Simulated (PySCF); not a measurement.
## Orbital picture of KC

TPSS at R = 2.549 Å; PySCF, no relativity, basis sets K def2-TZVPP, C def2-TZVPP. State: ⁴Σ⁻ (quartet), unpaired electrons σ ↑, π ↑↑. Only the outer orbitals are listed, counted within each symmetry.

```csv
spin,orbital,occ.,ε (eV),on K (%),main shells (%)
α,5σ,1,-35.55,100,100 K s
α,2π,1,-19.03,100,100 K p
α,2π,1,-19.03,100,100 K p
α,6σ,1,-18.95,98,98 K p
α,7σ,1,-11.55,2,98 C s
α,8σ,1,-3.15,13,"87 C p, 10 K s"
α,3π,1,-3.02,8,92 C p
α,3π,1,-3.02,8,92 C p
α,9σ,0,-1.67,93,"73 K s, 19 K p"
α,4π,0,0.04,99,"85 K p, 14 K d"
α,4π,0,0.04,99,"85 K p, 14 K d"
β,5σ,1,-35.50,100,100 K s
β,2π,1,-18.98,100,100 K p
β,2π,1,-18.98,100,100 K p
β,6σ,1,-18.85,99,99 K p
β,7σ,1,-7.92,6,94 C s
β,8σ,0,-1.48,94,"79 K s, 15 K p"
β,3π,0,-0.23,44,"56 C p, 37 K p"
β,3π,0,-0.23,44,"56 C p, 37 K p"
```

**Question.** Which are the highest filled and the lowest empty level, where do they sit, and how wide is the gap?

**Answer.** Highest filled α 3π at -3.02 eV (in %: 92 C p); lowest empty α 9σ at -1.67 eV (in %: 73 K s, 19 K p); the gap at TPSS is 1.35 eV.

| Quantity | Value |
| --- | --- |
| bond order (Mayer) | 0.62 |
| ⟨S²⟩ | 3.754 |
| charge on K (Mulliken, basis-dependent) | 0.67 |
| charge on K (Löwdin, basis-dependent) | 0.46 |
| dipole moment (positive dipole means K(−)C(+)) | -8.66 D |

The state was picked by a PBE0 search and need not be the measured ground state.
